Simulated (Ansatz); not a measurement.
```yaml
crystal:
  periodic: [false, false, false]
  atoms:
    - {symbol: B, position_ang: [1.927457, -0.157810, -0.057908]}
    - {symbol: B, position_ang: [-0.884796, 0.766486, -1.286909]}
    - {symbol: B, position_ang: [0.701614, 1.203821, -0.421948]}
    - {symbol: B, position_ang: [-0.896852, 1.054377, 0.566608]}
    - {symbol: B, position_ang: [0.873699, -1.490351, 0.902037]}
    - {symbol: S, position_ang: [1.198142, -1.860840, -1.005423]}
    - {symbol: B, position_ang: [-0.923716, -0.665276, 1.315387]}
    - {symbol: B, position_ang: [0.912816, -0.047674, -1.721020]}
    - {symbol: B, position_ang: [0.676430, 0.279500, 1.258512]}
    - {symbol: B, position_ang: [-1.969994, -0.226259, -0.153996]}
    - {symbol: Cl, position_ang: [3.768357, 0.115557, 0.120054]}
    - {symbol: H, position_ang: [-1.401764, 1.488603, -2.179396]}
    - {symbol: H, position_ang: [1.141058, 2.362670, -0.651317]}
    - {symbol: H, position_ang: [-1.384425, 2.074372, 1.120340]}
    - {symbol: H, position_ang: [1.307598, -2.375315, 1.683990]}
    - {symbol: H, position_ang: [-1.470419, -1.026185, 2.390625]}
    - {symbol: H, position_ang: [1.375557, 0.132977, -2.876924]}
    - {symbol: H, position_ang: [1.095571, 0.700635, 2.370102]}
    - {symbol: H, position_ang: [-3.217760, -0.355489, -0.244103]}
    - {symbol: H, position_ang: [-1.427852, -1.474320, 0.321620]}
    - {symbol: H, position_ang: [-1.400723, -0.499477, -1.450341]}
basis:
  gaussian: {orbitals: def2-SVPD}
hamiltonian: {xc: {name: B97}}
```

```sh
$ ansatz run in.yaml --threads 2 --pin off --events-out ev --progress --plain --max-ram 32768MiB --backend cuda --devices 0, --max-vram 18GiB
```

Shortened log:

```
Functional definition: B97
2622 factors; their error is unknown
mean field evaluation 1: about -29586.3144 eV, gradient 4.9e1 eV
mean field evaluation 2: about -29567.6556 eV, gradient 9.1e1 eV
mean field evaluation 4: about -29593.9640 eV, gradient 6.9e0 eV
mean field evaluation 8: about -29594.1150 eV, gradient 1.6e-1 eV
mean field evaluation 16: about -29594.2121 eV, gradient 4.0e-4 eV
mean field -29594.21214989 eV, -1087.5672368311 hartree, gradient 3.0e-5 eV, S^2 0.000000; 0 other end points of the search recorded, 0 dependent functions left out
reference -29594.21219324 eV, -1087.5672384241 hartree; 44, 44 occupied and 270, 270 virtual orbitals, 2622 factors
Total energy: -29594.21219324 eV, -1087.5672384241 hartree
```

It took 8 s on 2 threads of AMD EPYC 7R13 on a shared host and a share (18 GiB) of an NVIDIA H100 80GB HBM3, peak host memory 0.96 GiB.
